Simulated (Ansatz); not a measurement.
Species: sum formula BN$_{2}$H$_{5}$Br (charge +1, singlet). It need not be the lowest isomer of its formula. 
Structure (B3LYP-D3(BJ)/def2-TZVP (Ansatz, a first-principles code) minimum search):
```xyz
9

N      0.9167    -1.7120    -0.6835
B     -0.0429    -0.8129    -0.3121
N     -1.5476    -1.2431    -0.4385
Br     0.2209     0.9384     0.3558
H      1.8990    -1.4824    -0.6207
H      0.7544    -2.6432    -1.0380
H     -2.0114    -1.1836     0.4731
H     -2.0513    -0.5958    -1.0526
H     -1.6899    -2.1894    -0.7993
```
Charge +1, spin multiplicity 1.

Parts of the frozen-core correlation energy in 6-31G (Ansatz, hartree). Frozen orbitals: 17; correlated occupied orbitals by spin: 12 and 12; virtual: 37 and 37. Spin-orbit coupling is left out. Non-relativistic.

```tsv
term	value
reference (HF)	-2708.37812
MP2 opposite-spin	-0.24199
MP2 same-spin	[?]
CCSD correlation	[?]
(T)	[?]
T1 diagnostic	0.014
largest doubles amplitude	0.066
```

Task: Fill in the missing entries.

Result: 
- MP2 same-spin, value: -0.07319
- CCSD correlation, value: -0.34624
- (T), value: -0.00791
